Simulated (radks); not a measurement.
Results of a calculation; reference values are marked as such.
Q: Species: neutral barium. Configuration: [Xe] 6s2 (the NIST ground configuration). Level of theory: scalar-relativistic Kohn-Sham, PBE, spin-polarised, spherical densities, finite nucleus; Fermi nuclear charge, rms radius 4.8378 fm (a radial shooting solver on a logarithmic mesh with Libxc functionals). Some entries of the table are withheld. Estimate them.

| orbital | occ. | eigenvalue (eV) | <r^2> (bohr^2) | <r> (bohr) |
|---|---|---|---|---|
| 1s | 2 | -37256.54 | 0.0008885 | 0.02558 |
| 2s | 2 | -5888.898 | 0.01421 | (1) |
| 2p | 6 | -5280.897 | 0.01129 | 0.09619 |
| 3s | 2 | -1243.069 | 0.09739 | 0.2920 |
| 3p | 6 | -1048.122 | 0.09745 | 0.2899 |
| 3d | 10 | -764.9301 | 0.08388 | 0.2666 |
| 4s | 2 | -243.8814 | 0.5124 | 0.6739 |
| 4p | 6 | -180.9998 | 0.5822 | 0.7155 |
| 4d | 10 | -89.6831 | (2) | 0.8004 |
| 5s | 2 | -33.6718 | 3.019 | 1.639 |
| 5p | 6 | -18.7373 | 4.187 | 1.920 |
| 6s | 2 | -3.2299 | 25.95 | 4.790 |
| 5d | 0 | -2.0189 | 15.55 | 3.560 |
| 6p | 0 | -1.2433 | 47.41 | 6.446 |

A: 
(1) 2s <r> (bohr): 0.1098
(2) 4d <r^2> (bohr^2): 0.7442
